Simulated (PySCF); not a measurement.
**Steps of a relaxation of [YbH3(H2O)]−**

[YbH3(H2O)]− (singlet in the valence; each metal's 4f electrons, 14 of them, lie in its core potential, out of spins and levels). PySCF 2.14.0, RKS PBE0, Yb lcecp-0-SVP with ECP60, H def2-SVP, O def2-SVP; non-relativistic Hamiltonian with scalar-relativistic core potentials where named; density fitting; no spin-orbit coupling. Origin of the start: template. Columns: position (Å) and force (eV/Å). Energies are counted from the last step; some of the 28 steps are shown. Forces carry noise of the integration grid, about 0.01 to 0.03 eV/Å.

Run from Python with OMP_NUM_THREADS=2. Where DIIS fails, smearing, a level shift and second-order steps follow.
It took 56 s on 2 threads of Arm Neoverse V1 (shared host), from the converged density of the start.

```xyz
7
step 0  E = 0.806 eV
Yb    0.1331   -0.1331    0.1331     0.55   -0.56    0.56
H     1.4596    1.1934    1.4596    -0.22    0.14   -0.20
H    -1.1934   -1.4596    1.4596    -0.11    0.20   -0.20
H     1.4596   -1.4596   -1.1934    -0.22    0.20   -0.14
O    -1.3435    1.3435   -1.3435    -0.31    0.33   -0.33
H    -1.6841    2.2286   -1.1396     0.16   -0.30    0.02
H    -1.6841    1.1396   -2.2286     0.16   -0.02    0.30
```

```xyz
7
step 9  E = 0.491 eV
Yb    0.2087   -0.2999    0.2999    -0.01    0.01   -0.01
H     1.1050    1.5635    1.2280     0.01    0.05    0.00
H    -1.3543   -1.4349    1.4349    -0.02   -0.06    0.06
H     1.1050   -1.2280   -1.5635     0.01    0.00   -0.05
O    -1.2445    1.1456   -1.1456    -0.35    0.51   -0.51
H    -1.3365    2.1045   -1.0023     0.18   -0.53   -0.03
H    -1.3365    1.0023   -2.1045     0.18    0.03    0.53
```

```xyz
7
step 18  E = 0.090 eV
Yb   -0.0854   -0.3616    0.3616    -0.15    0.26   -0.26
H     0.5280    1.7776    0.8607     0.00    0.03   -0.04
H    -1.0504   -1.7725    1.7725     0.00   -0.09    0.09
H     0.5280   -0.8607   -1.7776     0.00    0.04   -0.03
O    -1.3185    1.2716   -1.2716     0.74    0.21   -0.21
H    -0.7274    1.9467   -0.8518    -0.29   -0.47   -0.02
H    -0.7274    0.8518   -1.9467    -0.29    0.02    0.47
```

Q: Where does the relaxation end?

A: It converges at step 27 in Cs:
```xyz
7
step 27  E = 0
Yb   -0.2745   -0.3334    0.3334
H     0.3736    1.8178    0.7407
H    -0.9312   -1.8496    1.8496
H     0.3736   -0.7407   -1.8178
O    -1.2045    1.3356   -1.3356
H    -0.5950    1.8646   -0.7588
H    -0.5950    0.7588   -1.8646
```

Q: How did the contacts change?

A: 
```tsv
contact	start (Å)	end (Å)
Yb1–H2 (H)	2.298	2.283
Yb1–H3 (H)	2.298	2.243
Yb1–H4 (H)	2.298	2.283
Yb1–O5 (H2O)	2.558	2.537
Yb1–H6 (H2O)	3.240	2.475
```


An lcecp potential fixes the number of 4f electrons, so in runs with it no electron can move into or out of that shell.
